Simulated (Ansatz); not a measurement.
Wavefunction ladder for F₂ISn (`[F][Sn]([F])[I]`) radical

Z-matrix (Å, degrees):
```
Sn
F 1 1.916
I 1 2.703 2 109.4
F 1 1.916 2 101.2 3 -115.3
```

The species carries charge 0 and has multiplicity 2. Correlated methods include outer-core shells of I, Sn, which these sets cover unevenly. Sn, I: def2 effective core potential. The structure was optimised at the PBE0-D4/def2-TZVP level. Frozen core, unrestricted reference, Ansatz 0.2.0.

| basis | HF (Eh) | MP2 corr. |
| --- | --- | --- |
| def2-SVP | -708.79512 | -0.57901 |
| def2-TZVPP | -709.08008 | -1.28892 |
| def2-QZVPP | -709.09492 | -1.72299 |

Task: Estimate the CCSD correlation energy and the (T) correction in each basis where they were run (hartree).

Result: 
```json
{"basis": "def2-SVP", "CCSD corr.": "-0.59181", "(T)": "-0.01225"}
{"basis": "def2-TZVPP", "CCSD corr.": "-1.25070", "(T)": "-0.03440"}
```
